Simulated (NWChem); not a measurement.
Everything below was run with NWChem. System: H2Sb (+1), charge 1, spin multiplicity 1, at a geometry optimised with PBE0/def2-SVP with def2 effective core potentials on Sb. The structure started from a generated list of species. Level: B3LYP/def2-SVPD with def2 effective core potentials on Sb, VWN1-RPA local correlation.

Part of the output:

```
             Northwest Computational Chemistry Package (NWChem) 7.3.0
             --------------------------------------------------------

                                NWChem Input Module
                                -------------------

 Scaling coordinates for geometry "geometry" by  1.889725989
 (inverse scale =  0.529177249)

 Turning off AUTOSYM since
 SYMMETRY directive was detected!

                             Geometry "geometry" -> ""
                             -------------------------

 Output coordinates in angstroms (scale by  1.889725989 to convert to a.u.)

  No.       Tag          Charge          X              Y              Z
 ---- ---------------- ---------- -------------- -------------- --------------
    1 Sb                  51.0000     0.00000000     0.00000000    -0.04574000
    2 H                    1.0000     1.21497600     0.00000000     1.16637600
    3 H                    1.0000    -1.21497600     0.00000000     1.16637600

 Effective nuclear repulsion energy (a.u.)      31.6684348805

            Nuclear Dipole moment (a.u.)
            ----------------------------
        X                 Y               Z
 ---------------- ---------------- ----------------
     0.0000000000     0.0000000000     0.0000226767

      Symmetry information
      --------------------

 Group name             C2v
 Group number             16
 Group order               4
 No. of unique centers     2

      Symmetry unique atoms

     1    2


 Summary of "ao basis" -> "" (spherical)
 ------------------------------------------------------------------------------
       Tag                 Description            Shells   Functions and Types
 ---------------- ------------------------------  ------  ---------------------
 *                         def2-svpd                  on all atoms

                                 NWChem DFT Module
                                 -----------------

 Summary of "ao basis" -> "ao basis" (spherical)
 ------------------------------------------------------------------------------
       Tag                 Description            Shells   Functions and Types
 ---------------- ------------------------------  ------  ---------------------
 Sb                        def2-svpd                12       32   5s4p3d
 H                         def2-svpd                 4        8   2s2p

 Summary of "ao basis" -> "ao basis" (spherical)
 ------------------------------------------------------------------------------
       Tag                 Description            Shells   Functions and Types
 ---------------- ------------------------------  ------  ---------------------
 Sb                        def2-svpd                12       32   5s4p3d
 H                         def2-svpd                 4        8   2s2p

            General Information
            -------------------
          SCF calculation type: DFT
          Wavefunction type:  closed shell.
          No. of atoms     :     3
          No. of electrons :    24
           Alpha electrons :    12
            Beta electrons :    12
          Charge           :     1
          Spin multiplicity:     1
          Use of symmetry is: off; symmetry adaption is: off
          Maximum number of iterations: 100
          AO basis - number of functions:    48
                     number of shells:    20
          Convergence on energy requested:  1.00D-06
          Convergence on density requested:  1.00D-05
          Convergence on gradient requested:  5.00D-04

              XC Information
              --------------
                         B3LYP Method XC Potential
                     Hartree-Fock (Exact) Exchange  0.200
                        Slater Exchange Functional  0.800 local
                    Becke 1988 Exchange Functional  0.720 non-local
              Lee-Yang-Parr Correlation Functional  0.810
                  VWN I RPA Correlation Functional  0.190 local

             Grid Information
             ----------------
          Grid used for XC integration:  medium
          Radial quadrature: Mura-Knowles
          Angular quadrature: Lebedev.
          Tag              B.-S. Rad. Rad. Pts. Rad. Cut. Ang. Pts.
          ---              ---------- --------- --------- ---------
[...]
  ----- ------------  ---------------      ----- ------------  ---------------
    12      0.464888  1 Sb px                33      0.309068  2 H  s
    41     -0.309068  3 H  s                 15      0.183784  1 Sb px
     9     -0.166477  1 Sb px                 6     -0.134280  1 Sb px
    34      0.134393  2 H  s                 42     -0.134393  3 H  s
    21      0.106277  1 Sb d  1              26     -0.073577  1 Sb d  1

 Vector   12  Occ=2.000000D+00  E=-5.463120D-01
              MO Center= -5.2D-08, -3.6D-10,  3.7D-02, r^2= 2.5D+00
   Bfn.  Coefficient  Atom+Function         Bfn.  Coefficient  Atom+Function
  ----- ------------  ---------------      ----- ------------  ---------------
    14      0.506677  1 Sb pz                 3     -0.416200  1 Sb s
    17      0.239485  1 Sb pz                33      0.236517  2 H  s
    41      0.236517  3 H  s                  4     -0.219871  1 Sb s
    11     -0.180171  1 Sb pz                 1      0.165713  1 Sb s
     8     -0.144968  1 Sb pz                34      0.130615  2 H  s

 Vector   13  Occ=0.000000D+00  E=-4.194382D-01
              MO Center=  1.6D-08,  4.2D-09, -6.5D-05, r^2= 2.4D+00
   Bfn.  Coefficient  Atom+Function         Bfn.  Coefficient  Atom+Function
  ----- ------------  ---------------      ----- ------------  ---------------
    13      0.679853  1 Sb py                16      0.450111  1 Sb py
    10     -0.230894  1 Sb py                 7     -0.185457  1 Sb py

 Vector   14  Occ=0.000000D+00  E=-2.460303D-01
              MO Center=  5.3D-08, -3.7D-09,  6.2D-02, r^2= 3.8D+00
   Bfn.  Coefficient  Atom+Function         Bfn.  Coefficient  Atom+Function
  ----- ------------  ---------------      ----- ------------  ---------------
    15      0.632957  1 Sb px                12      0.477736  1 Sb px
    34     -0.443016  2 H  s                 42      0.443015  3 H  s
    33     -0.263342  2 H  s                 41      0.263342  3 H  s
     9     -0.154279  1 Sb px                21     -0.154653  1 Sb d  1
    26      0.152383  1 Sb d  1              31      0.152098  1 Sb d  1

 Vector   15  Occ=0.000000D+00  E=-2.128657D-01
              MO Center=  6.8D-09,  8.6D-09,  2.8D-01, r^2= 5.1D+00
   Bfn.  Coefficient  Atom+Function         Bfn.  Coefficient  Atom+Function
  ----- ------------  ---------------      ----- ------------  ---------------
     5     -0.779562  1 Sb s                  4      0.770585  1 Sb s
     3      0.514760  1 Sb s                 17      0.478398  1 Sb pz
    34     -0.437149  2 H  s                 42     -0.437149  3 H  s
    14      0.399700  1 Sb pz                33     -0.223968  2 H  s
    41     -0.223968  3 H  s                  1     -0.175939  1 Sb s

 center of mass
 --------------
 x =   0.00000000 y =   0.00000000 z =  -0.04887503

 moments of inertia (a.u.)
 ------------------
          10.402087555697           0.000000000000           0.000000000000
           0.000000000000          21.027558616852           0.000000000000
           0.000000000000           0.000000000000          10.625471061155

     Multipole analysis of the density
     ---------------------------------

     L   x y z        total         alpha         beta         nuclear
     -   - - -        -----         -----         ----         -------
     0   0 0 0      1.000000    -12.000000    -12.000000     25.000000

     1   1 0 0     -0.000000     -0.000000     -0.000000      0.000000
     1   0 1 0     -0.000000     -0.000000     -0.000000      0.000000
     1   0 0 1      0.133597     -1.143318     -1.143318      2.420233

     2   2 0 0    -16.506196    -13.524584    -13.524584     10.542972
     2   1 1 0     -0.000000     -0.000000     -0.000000      0.000000
     2   1 0 1     -0.000000     -0.000000     -0.000000      0.000000
     2   0 2 0    -14.429560     -7.214780     -7.214780      0.000000
     2   0 1 1      0.000000      0.000000      0.000000      0.000000
     2   0 0 2    -17.403632    -13.645928    -13.645928      9.888225

 *** CALLING NEW AORESP DRIVER FOR CLOSED AND OPEN SHELLS ***
 Entering AOResponse driver routine

--------------------------------------------------------------------------------

          ****************
          *** RESPONSE ***
          ****************

 Response module for NWChem and dynamic CPKS solver

          -----------------------------------------------
          Solving response equations for perturbing field
          -----------------------------------------------

 number of frequencies:     1
 frequency in a.u.:  0.0000000E+00
 Perturbing field: electric
 Using El. Dipole Length Gauge

 Setting up CPKS with frequency omega =      0.00000000 a.u.

 STATIC response

                                NWChem CPHF Module
                                ------------------

  scftype          =     RHF
  nclosed          =       12
  nopen            =        0
  variables        =      432
  # of vectors     =        3
  tolerance        = 0.10D-03
  level shift      = 0.00D+00
  max iterations   =       50
  max subspace     =       30

  int2e_file: Failed to allocate cache ... halving
 SCF residual:    6.1051723510719408E-006

Iterative solution of linear equations
  No. of variables      432
  No. of equations        3
  Maximum subspace       30
        Iterations       50
       Convergence  1.0D-04

   iter   nsub   residual    time
   ----  ------  --------  ---------
     1      3    4.44D+00       2.4
     2      6    5.87D-01       3.2
     3      9    1.06D-01       4.0
     4     12    4.48D-03       4.8
     5     15    9.01D-04       5.6
     6     18    7.02D-05       6.4

 Electric Dipole Response Matrix (nonzero elements):

              1        2        3
    1   34.2253  -0.0000   0.0000
    2   -0.0000  24.0796   0.0000
    3    0.0000   0.0000  33.4310

 ------------------------------------------
 average:        30.57861 + I       0.00000

 DFT Linear Response polarizability / au
 Frequency  =       0.0000000 / au
 Wavelength = -999999.0000000 / nm
              X              Y              Z
 -----------------------------------------------
 X      34.2253041     -0.0000000      0.0000000
 Y      -0.0000000     24.0795854      0.0000001
 Z       0.0000000      0.0000001     33.4309502
 -----------------------------------------------
 Eigenvalues =      34.2253041     24.0795854     33.4309502
 Isotropic   =      30.5786132
 Anisotropic =       9.7727844
 -----------------------------------------------

 Magnetic Dipole Response Matrix (nonzero elements):
 Optical rotation tensor Beta

 *** static G'=0. Use GPRIME input with finite omega
 *** or better ORBETA without GPRIME for small or zero freq.

 zero matrix

 ------------------------------------------
 average:         0.00000 + I       0.00000

 Exiting AOResponse driver routine

          -------------
          Dipole Moment
          -------------

 Center of charge (in au) is the expansion point
         X =       0.0000000 Y =       0.0000000 Z =       0.0968093

   Dipole moment        0.0367872464 A.U.
             DMX       -0.0000001334 DMXEFC        0.0000000000
             DMY       -0.0000000161 DMYEFC        0.0000000000
             DMZ        0.0367872464 DMZEFC        0.0000000000
   -EFC- dipole         0.0000000000 A.U.
   Total dipole         0.0367872464 A.U.

   Dipole moment        0.0935045603 Debye(s)
             DMX       -0.0000003390 DMXEFC        0.0000000000
             DMY       -0.0000000409 DMYEFC        0.0000000000
             DMZ        0.0935045603 DMZEFC        0.0000000000
   -EFC- dipole         0.0000000000 DEBYE(S)
   Total dipole         0.0935045603 DEBYE(S)

 1 a.u. = 2.541766 Debyes

 Task  times  cpu:        6.4s     wall:        6.4s

 Total times  cpu:        6.4s     wall:        6.4s
```

### Question
Write an NWChem input that would produce this output.

### Answer
Several could match; the one computed here: 
```
start mol
memory heap 200 mb stack 900 mb global 1100 mb
charge 1
geometry units angstroms nocenter noautoz
  Sb     0.000000     0.000000    -0.045740
  H      1.214976     0.000000     1.166376
  H     -1.214976     0.000000     1.166376
  symmetry group C2v
end
basis spherical
  * library def2-svpd
end
ecp
  Sb library def2-ecp
end
dft
  xc b3lyp
  semidirect memsize 60000000 filesize 0
  iterations 100
end
property
  dipole
  response 1 0.0
end
task dft property
```
